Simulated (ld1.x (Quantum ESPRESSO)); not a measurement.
The numbers below are computed, except where a source is named.
## Hardness and transferability of assorted potentials

Generated with ld1.x 7.5 (TM, RRKJ, ultrasoft, PAW), atompaw 4.2 or ONCVPSP 4.0.1. The cutoff is in Ry: for ld1.x and atompaw files where the sum of valence levels is converged to 10 mRy in a Bessel basis, for ONCV files where the hardest occupied wave has 1 mHa per electron of residual kinetic energy. The error is the largest all-electron minus pseudo excitation energy over each file’s own four to seven test configurations (ionisations up to +4, promotions, holes and added fractions of an electron), all of which were solved. The labels leave out finer settings (local radius, basis sizes, second energies), which also bear on the numbers. Spin-polarised tests are not counted. The rows are a selection from randomly drawn settings: files with unsolved tests, undetermined cutoffs or missed reference levels are left out.

A true bound ghost makes a file unfit for plane-wave use even where its test errors are small: the radial tests pick states by their node count and pass the ghost by.

| element | potential | cutoff (Ry) | largest error (meV) | bound ghosts |
| --- | --- | --- | --- | --- |
| C | ultrasoft, PBEsol, scalar-relativistic, rc 1.05/2.75 (sp), local smoothed, core correction yes, reference 2s2 2p0 | 25 | -786 | p |
| N | RRKJ, PBE, non-relativistic, rc 1.10/1.20/1.30 (spd), local s, core correction no, reference 2s2 2p2 | 70 | +681 | none |
| Sc | RRKJ, PBEsol, scalar-relativistic, rc 2.60/4.00/2.90 (spd), local s, core correction yes, reference 3d1 4s1 4p1 | 18 | +302 | none |
| Zn | RRKJ, PBEsol, scalar-relativistic, rc 1.90/3.20/1.35 (spd), local s, core correction yes, reference 3d10 4s2 4p0 | 120 | -379 | none |
| Kr | TM, PBEsol, scalar-relativistic, rc 1.00/1.65 (sp), local smoothed, core correction no, reference 4s2 4p6 | 120 | +136 | none |
| Gd | PAW, PBE, scalar-relativistic, rc 2.40/2.25/2.70 (spd), local smoothed, core correction yes, reference 5s2 5p6 5d0 6s0 6p0 | 15 | -76 | none |
| Re | TM, revPBE, scalar-relativistic, rc 1.95/2.90/1.55 (spd), local smoothed, core correction no, reference 5d5 6s2 6p0 | 35 | +69 | none |
| Tl | TM, PBE, scalar-relativistic, rc 2.20/2.45 (sp), local smoothed, core correction no, reference 6s2 6p1 | 18 | +189 | none |

Question: Fill in the row for Pb: TM semilocal, BP86, scalar-relativistic, rc 2.05/3.54 (sp), local s, core correction yes, reference 6s1.75 6p2.25.

Answer: cutoff 21 Ry, largest error -661 meV, bound ghosts: none.

Question: Fill in the row for F: TM, PBEsol, non-relativistic, rc 0.75/1.30 (sp), local p, core correction no, reference 2s2 2p5.

Answer: cutoff 140 Ry, largest error +1360 meV, bound ghosts: none.
